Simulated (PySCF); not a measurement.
Property card for `CC(C)O[SiH2]N(C)C`

Compound: C₅H₁₅NOSi.
Structure used (GFN2-xTB), in Å, numbered top down from 1:
```
atom  x, y, z in Å
C1    -2.5773    1.1698    0.1134
C2    -1.9111   -0.0350   -0.5415
C3    -2.6519   -1.3265   -0.2015
O4    -0.5827   -0.1795   -0.1242
Si5    0.6115    0.9069   -0.1314
N6     1.9618   -0.0314    0.3430
C7     2.1740   -1.3854   -0.1033
C8     3.1881    0.6334    0.6846
H9    -2.0694    2.0821   -0.1860
H10   -2.5154    1.0773    1.1946
H11   -3.6210    1.2278   -0.1829
H12   -1.9153    0.1102   -1.6332
H13   -2.1469   -2.1751   -0.6551
H14   -3.6738   -1.2847   -0.5684
H15   -2.6633   -1.4675    0.8763
H16    0.4586    1.9502    0.8871
H17    0.6961    1.5517   -1.4587
H18    1.2155   -1.8401   -0.3330
H19    2.6615   -1.9630    0.6881
H20    2.8126   -1.4236   -0.9955
H21    3.7246    0.0625    1.4482
H22    3.8493    0.7439   -0.1849
H23    2.9696    1.6229    1.0746
```

**GFN2-xTB geometry**

```
Point group of the GFN2-xTB geometry                  : C1
Rotational constants A, B, C of the GFN2-xTB geometry : 3.550, 0.859, 0.730 GHz
```

**PBE0/pcSseg-1 ground state and GIAO shieldings, non-relativistic (PySCF)**

```
Dipole moment                                               : 0.68 D
HOMO energy                                                 : -6.16 eV
LUMO energy                                                 : 0.99 eV
HOMO–LUMO gap                                               : 7.15 eV
Lowest Hirshfeld atomic charge                              : -0.21 e on O4
Highest Hirshfeld atomic charge                             : +0.40 e on Si5
13C chemical shifts (computed TMS as zero) by class         : 68.2 (C2), 37.9 (C7/C8), 28.0 (C1/C3) ppm
1H chemical shifts (computed TMS as zero) by class          : 4.98 (H16/H17), 4.31 (H12), 2.56 (H18/H19/H20/H21/H22/H23), 1.29 (H9/H10/H11/H13/H14/H15) ppm
Isotropic shieldings of nuclei other than C and H, by class : 249 (N6), 273 (O4), 386 (Si5) ppm
Mayer bond orders between heavy atoms                       : C1–C2 1.04, C2–C3 1.03, C2–O4 0.86, O4–Si5 0.96, Si5–N6 0.99, N6–C7 0.95, N6–C8 0.97
```

Monoisotopic mass from the formula: 133.0923 u.

The dipole equals about 2.3 × 10⁻³⁰ C·m (1 D = 3.33564 × 10⁻³⁰ C·m). With B = h/(8π²I), that is 505.379 GHz u Å² over I, the principal moments of inertia are 142.4, 588.0 and 692.5 u Å² (most abundant isotopes); the inertial defect Ic − Ia − Ib is -37.9 u Å² (zero for a rigid planar frame, negative otherwise). A dipole of 0.68 D is allowed in C1, and pure rotational transitions are dipole-allowed. The rotational constants make it an asymmetric top with κ = (2B − A − C)/(A − C) = -0.91, nearer the prolate limit (−1).

The structure is a single GFN2-xTB conformer in the gas phase; no vibrational or solvent corrections. NMR classes are plain means over equivalent atoms (diastereotopic ones count apart unless rotation or inversion swaps them), as if these changed places fast; in this geometry the members of some classes differ.
